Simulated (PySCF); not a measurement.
Al(CF3)(F)(OH) (CHAlF4O), SMILES [OH][Al]([F])[C](F)(F)F. Geometry optimised at PBE-D3(BJ)/def2-SVP. The structure was generated by enumeration; whether it is a known compound was not checked. Other conformers were not sampled.

**Question.** Give the equilibrium geometry at PBE-D3(BJ)/def2-SVP (PySCF confirms it by a frequency run) as bond lengths and angles. (The exact figures need the calculation; the answer reports its results.)

**Answer.** Several could match; the one computed here: 
Atoms: Al1 C2 F3 F4 F5 F6 O7 H8. Bonded distances (Å): Al1–C2 2.011, Al1–F6 1.672, Al1–O7 1.699, C2–F3 1.366, C2–F4 1.358, C2–F5 1.366, O7–H8 0.970. Bond angles (°): C2–Al1–F6 118.2, C2–Al1–O7 118.6, F6–Al1–O7 123.2, Al1–C2–F3 111.3, Al1–C2–F4 113.5, Al1–C2–F5 111.1, F3–C2–F4 106.9, F3–C2–F5 106.7, F4–C2–F5 106.9, Al1–O7–H8 125.2.
